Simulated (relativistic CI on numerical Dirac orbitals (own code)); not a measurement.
## Cr⁵⁺ in a cubic cluster: 3p photoemission with charge transfer

Computed with a charge-transfer multiplet model of a cubic metal-ligand cluster with up to 2 ligand holes, Slater and spin-orbit integrals from Dirac-Coulomb-Breit ions, Slater integrals scaled by 0.8. The ground state mixes d1 with configurations of k ligand holes L, whose averages lie at kΔ + k(k − 1)U_dd/2; a core hole lowers each added d electron by U_cd. 20 K, Lorentzian 0.9 eV and Gaussian 0.8 eV FWHM.

Atomic integrals in eV (Slater integrals scaled, ζ unscaled), ground: F2dd 9.377, F4dd 5.906, zeta_d 0.045; with the core hole: F2dd 9.377, F4dd 5.906, zeta_d 0.049, zeta_core 0.782, F2cd 10.869, G1cd 13.178, G3cd 8.245. Where a configuration has fewer than two d electrons, the dd integrals are those of d2.

Cluster parameters (eV): Δ = 0.2, U_dd = 6.1, 10Dq = 0.65, 10Dq(ligand) = 0.4, V(eg) = 1.7, V(t2g) = -0.82, final-state hopping factor = 0.8.

```csv
Case,n_d,d1,d2L,d3L2,S
U_cd = 5.3 eV,1.82,0.30,0.58,0.12,0.50
U_cd = 5.9 eV,1.82,0.30,0.58,0.12,0.50
U_cd = 7.1 eV,1.82,0.30,0.58,0.12,0.50
```

Weights, n_d and S are thermal averages at 20 K. Binding energies count from the first peak over 30 % of the highest in each spectrum, which can be another peak from case to case. The parameters are a model scan and need not match a compound or its usual spin state. Peaks in eV (height, largest 100):
- U_cd = 5.3 eV: 0.0 (86), 1.7 (100), 5.2 (69), 11.1 (33), 13.9 (18), 16.0 (17), 20.4 (8), 22.5 (8)
- U_cd = 5.9 eV: 0.0 (86), 2.0 (100), 5.3 (76), 11.1 (38), 16.1 (20), 17.6 (19), 20.1 (8), 22.4 (9)
- U_cd = 7.1 eV: 0.0 (100), 3.3 (85), 6.8 (39), 8.8 (51), 14.5 (30), 17.0 (27), 20.1 (11)

Curve for U_cd = 7.1 eV (points under 2 left out, the grid thinned):

E (eV), Intensity and a bar:
```
     -5.8        3.8 #
     -5.0        5.6 #
     -4.3        8.9 ##
     -3.5       20.7 ######
     -2.8       55.8 #################
     -2.0       82.7 #########################
     -1.2       93.0 ############################
     -0.5       97.7 ##############################
      0.3       99.0 ##############################
      1.0       87.9 ###########################
      1.8       73.1 ######################
      2.6       79.0 ########################
      3.3       85.3 ##########################
      4.1       74.1 ######################
      4.8       57.7 #################
      5.6       45.3 #############
      6.3       39.2 ############
      7.1       38.6 ###########
      7.9       40.6 ############
      8.6       49.8 ###############
      9.4       47.3 ##############
     10.1       40.5 ############
     10.9       28.2 ########
     11.7       21.5 ######
     12.4       20.2 ######
     13.2       23.4 #######
     13.9       26.7 ########
     14.7       29.2 ########
     15.5       23.4 #######
     16.2       22.1 ######
     17.0       26.6 ########
     17.7       19.9 ######
     18.5        9.8 ##
     19.2        7.8 ##
     20.0       10.5 ###
     20.8        7.7 ##
     21.5        3.9 #
     22.3        2.7 
     23.0        2.6 
     23.8        3.2 
     24.6        3.2 
     25.3        3.6 
     26.1        4.1 #
     26.8        2.1 
     31.0        2.0
```

For the case U_cd = 7.1 eV, Δ = 0.2 eV is smaller than U_dd = 6.1 eV, the charge-transfer side of the Zaanen-Sawatzky-Allen scheme. With the core hole the configuration with one ligand hole lies at Δ − U_cd = -5.1, -5.7, -6.9 eV from the one without, in the order of the table; where this is negative the screened configuration lies lower.

With at most 2 ligand holes the space is cut while the next configuration still counts, so covalency is underestimated, and a final configuration with one more ligand hole, which can lie low, is missing from the spectra.
